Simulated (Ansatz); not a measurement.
`COCI` + CH₃OH → `COCOC` + HI at 298.15 K and 1 bar (substitution at a C–I bond).

Computed with Ansatz on PBE0-D4/def2-TZVP structures; ΔE is electronic, products minus reactants. CBS: MP2 limit from def2 TZ/QZ plus the TZ coupled-cluster correction, frozen cores. This one scheme is used for every species. Elements past krypton have def2 core potentials. For I outer-core shells are correlated without core-valence functions, which leaves a few kJ/mol of doubt a bond. Each species was taken in one conformer, which may not be the lowest.

```json
{"species": "`COCI`", "CCSD(T)/CBS energy (Eh)": "-451.70656", "H − E (kJ/mol)": "201.7", "S (J/(mol·K))": "320.8"}
{"species": "CH₃OH", "CCSD(T)/CBS energy (Eh)": "-115.61712", "H − E (kJ/mol)": "146.3", "S (J/(mol·K))": "238.2"}
{"species": "`COCOC`", "CCSD(T)/CBS energy (Eh)": "-269.28480", "H − E (kJ/mol)": "318.0", "S (J/(mol·K))": "323.4"}
{"species": "HI", "CCSD(T)/CBS energy (Eh)": "-298.03592", "H − E (kJ/mol)": "22.7", "S (J/(mol·K))": "206.5"}
```

H − E and S are ideal-gas, rigid-rotor, harmonic terms from PBE0-D4/def2-TZVP, for one conformer and one mirror image of each species. 1 Eh = 2625.50 kJ/mol, R = 8.31446 J/(mol·K).

**Question.** By hand: ΔE, ΔH, ΔS and ΔG.

**Answer.** ΔE = (-269.28480) + (-298.03592) − (-451.70656) − (-115.61712) = 0.00296 Eh = 7.8 kJ/mol. Δ(H − E) = 318.0 + 22.7 − 201.7 − 146.3 = -7.3, so ΔH = 0.5 kJ/mol. ΔS = 323.4 + 206.5 − 320.8 − 238.2 = -29.1 J/(mol·K). ΔG = 0.5 − 298.15 × (-29.1)/1000 = 9.2 kJ/mol.

**Question.** By hand: the equilibrium constant, and the temperature at which ΔG would vanish if ΔH and ΔS stayed fixed.

**Answer.** log₁₀ K = −ΔG/(RT ln 10) = -1.6. ΔH and −TΔS have one sign here, so there is no such temperature.

TΔS isn't small against ΔH here. A doubt of 5 kJ/mol in ΔE shifts log₁₀ K by 0.9 here. Other conformers and mirror images would add mixing entropy, several J/(mol·K) or more a flexible species. These are equilibria of isolated gas molecules and say nothing of rates. Largest T1 diagnostic: 0.011 (customary marks: 0.02 for closed shells, 0.045 for open ones).
